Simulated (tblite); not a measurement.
C4H7O, doublet, geometry from GFN2-xTB; GFN1-xTB (tblite).

tblite was given this input:
```
$ tblite run mol.xyz --method gfn1 --charge 0 --spin 1 --efield 0,0,0.1 --json tblite.json --no-restart

# file mol.xyz
12

C     -1.98606156     0.38777513    -0.02319402
C     -0.63409118     0.43769205     0.54985105
C      0.48260492    -0.15837745    -0.10825148
C      1.81371040    -0.02607270     0.60358398
O      0.37954257    -0.74434792    -1.18547737
H     -1.96593829    -0.14902495    -0.96898695
H     -2.37617628     1.39690193    -0.18006052
H     -2.67898810    -0.10345583     0.66504900
H     -0.48396581     0.93925237     1.49408330
H      1.75744172    -0.48877297     1.58687357
H      2.59133250    -0.51130391     0.02076336
H      2.06297815     1.02508457     0.73416001
```

The log (banner, timings and long lists left out):

```
xTB calculator
 | screened Coulomb repulsion
 | Coulomb electrostatics
 |  * isotropic Klopman-Ohno-Mataga-Nishimoto electrostatics
 |  * onsite third-order electrostatics
 | DFT-D3(BJ) dispersion correction
 | Interactions (1)
 | [1] electric field

halogen bonding energy    0.0000000000000E+00 Eh
repulsion energy          2.0880143145322E-01 Eh
dispersion energy        -3.5013554535732E-03 Eh
interaction energy        0.0000000000000E+00 Eh
number of electrons       2.9000000000000E+01 e
integral cutoff           1.9731147476801E+01 bohr

------------------------------------------------------------
  cycle        total energy    energy error   density error
------------------------------------------------------------
      1     -16.67162988554  -1.6876930E+01   3.9599309E-01
      2     -16.86590622310  -1.9427634E-01   2.2325670E-01
      3     -16.86771131845  -1.8050953E-03   8.4416478E-02
      4     -16.86792296069  -2.1164224E-04   5.1247361E-03
      5     -16.86798534821  -6.2387515E-05   1.2593213E-03
      6     -16.86798993538  -4.5871771E-06   5.3916084E-04
      7     -16.86799080231  -8.6693186E-07   1.4996300E-04
      8     -16.86799092424  -1.2192444E-07   5.0347154E-05
      9     -16.86799093994  -1.5698351E-08   6.2083785E-06
------------------------------------------------------------

electronic energy        -1.7073291015937E+01 Eh
total energy             -1.6867990939937E+01 Eh

Post processing:
 | Mayer-Wiberg bond orders

[Info] JSON dump of results written to 'tblite.json'
```
